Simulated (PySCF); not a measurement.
**Correlation energy of In (indium, neutral)**

[Kr] 4d10 5s2 6s1, 2S determinant (an excited configuration). Calculation: PySCF 2.14, in dyall-av2z (22s16p12d, 130 functions); the non-relativistic Hamiltonian (point nucleus). Frozen: [Kr] 4d10; 3 electrons correlated; the 62 highest virtual orbitals of each spin left out.

```json
{"level": "CCSD", "correlation energy (mhartree)": "-39.85"}
{"level": "(T)", "correlation energy (mhartree)": "-0.68"}
{"level": "CCSD(T)", "correlation energy (mhartree)": "-40.53"}
```

Diagnostics: T1 = 0.011, D1 = 0.0255, largest double amplitude 0.093.

Task: Is a single reference adequate?

Result: Mostly. T1 lies below 0.03, but a double amplitude of this size points to a near-degeneracy that CCSD handles and MP2 describes poorly.
